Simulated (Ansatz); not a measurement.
`N[SiH](N)N[SiH3]` and `C[SiH](N)N` differ in one atom or group.

Ansatz, PBE0-D4/def2-TZVP geometries, multiplicity 1. Each molecule was computed in one conformer, which needn't be the lowest.

```tsv
property	`N[SiH](N)N[SiH3]`
HOMO energy (ωB97M-V/def2-TZVPP) / eV	-9.49
size of the dipole moment (PBE/def2-TZVPP) / D	2.25
size of the dipole moment (B3LYP/def2-TZVPP) / D	2.21
LUMO energy (B3LYP/def2-TZVPP) / eV	0.31
HOMO energy (B3LYP/def2-TZVPP) / eV	-6.86
HOMO–LUMO gap (ωB97M-V/def2-TZVPP) / eV	11.55
```

Give the same properties after the change, and the shifts. (Estimate.)

The calculation gave: 
| property | `C[SiH](N)N` | shift |
| --- | --- | --- |
| HOMO energy (ωB97M-V/def2-TZVPP) / eV | -9.37 | 0.12 |
| size of the dipole moment (PBE/def2-TZVPP) / D | 0.57 | -1.68 |
| size of the dipole moment (B3LYP/def2-TZVPP) / D | 0.50 | -1.71 |
| LUMO energy (B3LYP/def2-TZVPP) / eV | 0.70 | 0.39 |
| HOMO energy (B3LYP/def2-TZVPP) / eV | -6.80 | 0.06 |
| HOMO–LUMO gap (ωB97M-V/def2-TZVPP) / eV | 11.81 | 0.26 |

With PBE0 the HOMO rises by 0.08 eV and the LUMO rises by 0.48 eV, so the gap widens by about 0.40 eV. PBE moves the HOMO by 0.05 eV and ωB97M-V by 0.12 eV. Dipoles are sizes alone; their direction can turn.

B3LYP here is the variant with VWN-RPA as its local correlation; programs differ in this.
